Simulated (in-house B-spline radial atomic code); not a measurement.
RPA and G0W0 on HSE06: Al2+

Configuration [Ne] 3s1, highest spin, mean-field start HSE06. Computed with a B-spline radial code for spherical atoms: all electrons, non-relativistic, point nucleus, each spin shell either full or empty, empty states to l = 9 with an (l + 1/2)⁻⁴ tail; G0W0 by contour deformation at full frequency.

RPA overbinds a lone outer s electron by self-correlation, and G0W0 tends to as well.

Command:
```bash
python run_gw.py task.json out
```
Settings (radii: box in bohr, nucleus in fm):
```
Z                        13
electrons                11
configuration            [Ne] 3s1
hamiltonian              nr
method                   hse06
lmax                     9
spin_polarised           True
box_radius               17.55
intervals                48
ion_configuration        [He] 2s2 2p6
```

Run time, properties included: 2.1 s on 1 thread of Arm Neoverse V1 (shared host).

Energies (hartree):

```tsv
term	value
mean-field total	-241.36244
Hartree-Fock functional on these orbitals	-241.02627
direct second order	-0.70972
second-order exchange	0.26474
SOSEX correction	0.24108
```

(1) What is the RPA correlation energy, and what remains with SOSEX?

Quasi-particle levels (eV):

| level | occupied | mean field | Σx - vxc | Σc | QP weight | G0W0 |
| --- | --- | --- | --- | --- | --- | --- |
| 3s up | yes | -25.078 | -3.02 | ? | ? | ? |
| 3s down | no | -21.252 | 4.34 | -1.87 | 0.924 | -18.788 |

G0W0 = mean field + (Σx - vxc) + Σc, with Σc (partial-wave tail included) taken at the quasi-particle energy. Only the outer levels were computed. Levels of low weight are left out.

(2) Where does G0W0 put 3s up?

(3) What does it cost to remove one electron (to [He] 2s2 2p6) by differences of total energies, each species on its own start (correlation terms add to the Hartree-Fock functional)?

## Answers

(1) RPA gives -0.62909 hartree (-1.56 eV per electron); RPA + SOSEX gives -0.388, and the second-order doubles -0.44498 hartree (no singles). SOSEX takes back 38 % of the RPA value.

(2) At -29.128 eV, with Σc = -1.03 eV and a quasi-particle weight of 0.954. The tabulated removal energy is 28.448 eV (NIST, measured); the calculation leaves out relativity, Breit and QED terms, and what these don't explain is the method's own error.

(3) HSE06 28.697 eV, Hartree-Fock functional 28.014 eV, + RPA 28.988 eV, + RPA + SOSEX 28.346 eV, + second order 28.456 eV. Tabulated: 28.448 eV (NIST, measured); the calculation leaves out relativity, Breit and QED terms, and what these don't explain is the method's own error.
